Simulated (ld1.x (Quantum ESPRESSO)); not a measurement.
# gold (Au), TM: configuration errors across variants

| Quantity | Value |
| --- | --- |
| Element | gold |
| Generator | ld1.x (Quantum ESPRESSO) 7.5 |
| Type | norm-conserving Troullier–Martins (Kleinman–Bylander form) |
| Functional | BLYP |
| Relativity | fully relativistic |
| Frozen core | [Kr] 4d10 4f14 |
| Valence charge | 19 |
| Reference configuration | 5s2 5p6 5d8 6s0 6p0 (charge +3) |
| Partial waves | 5p (bound): rc 1.50 bohr; 5d (bound): rc 1.25 bohr; 5s (bound): rc 0.90 bohr |
| Local potential | the s channel |
| Core correction | Bessel-smoothed model core inside 0.50 bohr |

Open shells are filled in proportion to 2j + 1 (rel_dist='average').

All-electron excitation energies from the reference (eV): (1) 5s2 5p6 5d10 6s1 6p0 -64.375; (2) 5s2 5p6 5d10 6s0 6p0 -54.890; (3) 5s2 5p6 5d9 6s0 6p0 -33.757; (4) 5s2 5p6 5d10 6s0 6p1 -59.190; (5) 5s2 5p6 5d7 6s0 6p0 47.553; (6) 5s2 5p6 5d10 6s0.5 6p0 -60.576; (7) 5s2 5p6 5d9 6s1 6p0 -52.346.

A true bound ghost makes a file unfit for plane-wave use even where its test errors are small: the radial tests pick states by their node count and pass the ghost by.

Errors AE − PS in meV (a dash: test not solved or not reliable):

```tsv
change	(1)	(2)	(3)	(4)	(5)	(6)	(7)	bound ghosts
base	+123	+2.0	+0.4	+253	+0.7	+69	+167	none
wave 5p (bound): rc 1.50 bohr becomes 5p (bound): rc 0.96 bohr	+122	+1.0	-0.1	+31	-0.3	+68	+166	not determined
wave 5p (bound): rc 1.50 bohr becomes 5p (bound): rc 1.12 bohr	+122	+1.0	-0.1	+33	-0.4	+68	+166	not determined
wave 5p (bound): rc 1.50 bohr becomes 5p (bound): rc 1.28 bohr	+122	+1.2	0.0	+61	-0.1	+68	+166	not determined
wave 5p (bound): rc 1.50 bohr becomes 5p (bound): rc 1.56 bohr	+124	+2.5	+0.6	+592	+1.1	+70	+167	p1/2
wave 5p (bound): rc 1.50 bohr becomes 5p (bound): rc 1.90 bohr	+125	+4.5	+1.3	–	+2.7	+72	+168	p1/2
wave 5p (bound): rc 1.50 bohr becomes 5p (bound): rc 2.08 bohr	+126	+5.0	+1.5	–	+3.0	+72	+168	p1/2
wave 5p (bound): rc 1.50 bohr becomes 5p (bound): rc 2.24 bohr	+125	+4.5	+1.3	–	+2.7	+72	+168	p1/2
```

(1) Give the same row for: wave 5p (bound): rc 1.50 bohr becomes 5p (bound): rc 1.76 bohr.

Results:

(1) +125, +3.7, +1.0, –, +2.1, +71, +168; bound ghosts: p1/2.
